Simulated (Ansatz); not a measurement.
Two spin states of SeF, each at its own minimum; 2S+1 = 2, 4 were tried, and the measured ground state has 2. No spin–orbit coupling. Se is treated without relativity.

Each state is the lowest solution found for its spin in def2 and cc sets.

Correlated levels freeze the inner cores; with def2 sets outer-core shells near the valence are correlated too.

Run with Ansatz (Gaussian orbitals). 

| level | energy of the multiplicity-4 state above the multiplicity-2 state (eV) |
|---|---|
| PBE/def2-TZVPP | 1.426 |
| PBE0/def2-TZVPP | 1.587 |
| wB97X-V/def2-TZVPP | … |
| CCSD/def2-TZVPP | 1.678 |
| CCSD(T)/def2-TZVPP | 1.667 |

Some entries are withheld; supply them.


- wB97X-V/def2-TZVPP, energy of the multiplicity-4 state above the multiplicity-2 state (eV): 1.859

Ansatz is a first-principles code.
